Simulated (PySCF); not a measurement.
## SMILES c1(OC)cnc(B(C)C)cn1, C7H11BN2O

Cartesian coordinates in Å; atom numbers follow the order of the lines, from 1:
```xyz
22

C     4.0778    0.6205   -0.1930
O     3.2272   -0.4296   -0.6112
C     1.9212   -0.2696   -0.4335
C     1.0651   -1.3160   -0.8572
N    -0.2334   -1.2249   -0.7151
C    -0.7563   -0.1040   -0.1484
B    -2.3179   -0.0027    0.0122
C    -2.9930    1.3088    0.5638
C    -3.2039   -1.2246   -0.4064
C     0.1244    0.9049    0.2569
N     1.4504    0.8310    0.1186
H     3.8436    1.5553   -0.7242
H     5.0982    0.2953   -0.4282
H     3.9761    0.8066    0.8868
H     1.4946   -2.2153   -1.3129
H    -2.3836    1.9123    1.2531
H    -3.1895    1.9484   -0.3196
H    -3.9748    1.1217    1.0245
H    -4.1627   -0.9215   -0.8569
H    -3.4710   -1.7541    0.5296
H    -2.6809   -1.9460   -1.0486
H    -0.2588    1.8215    0.7176
```

Theory: quadratic response CAM-B3LYP/def2-SVPD first hyperpolarisability, Taylor convention, gas phase in PySCF 2.14.0. Geometry: PBE0-D3(BJ)/def2-SVP.

(1) Give the tensor of the static β(0;0,0) in the axes of these coordinates.

## Answers

(1) In au, Taylor convention; rows are the first index (the induced dipole):
```
       xx     yy     zz     xy     xz     yz
x  +929.5  -49.3  +15.1  -13.3  -73.9  -32.8
y   -13.3   -8.7   -4.7  -49.3  -32.8  +20.6
z   -73.9  +20.6  -26.8  -32.8  +15.1   -4.7
```
Norm of βᵢ = ⅓ Σⱼ (βᵢⱼⱼ + βⱼᵢⱼ + βⱼⱼᵢ): 899.2 au, hyper-Rayleigh value 383.5 au.
